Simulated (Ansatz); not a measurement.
`NB(S)[SiH2][SiH3]` + `N=CCF` → `NB(F)S` + `N=CC[SiH2][SiH3]`  (formal exchange of groups at a B–Si bond)

Gas-phase electronic energies from Ansatz, PBE0-D4/def2-TZVP geometries. CCSD(T)/CBS adds triple-zeta CCSD(T) − MP2 to the extrapolated MP2 energy (def2 sets, frozen cores). This one scheme is used for every species. DFT in def2-TZVPP. One conformer a species, not always the lowest.

Is it downhill or uphill in electronic energy at CCSD(T)/CBS, and by how much? (Best estimate.)

Computed: Downhill: ΔE = -216.2 kJ/mol.

What do these levels give: PBE-D4, r2SCAN-D4, ωB97X-V, B2PLYP, HF/def2-TZVPP, SCS-MP2/def2-TZVPP? (Best estimate.)

The calculation gave: PBE-D4 -198.3, r2SCAN-D4 -213.4, ωB97X-V -209.8, B2PLYP -216.3, HF/def2-TZVPP -224.4, SCS-MP2/def2-TZVPP -221.9 kJ/mol.

Largest T1 diagnostic among the species: 0.014.

From PBE to PBE0 (25 % exact exchange), in def2-TZVPP and without D4, ΔE moves by −8.4 kJ/mol.
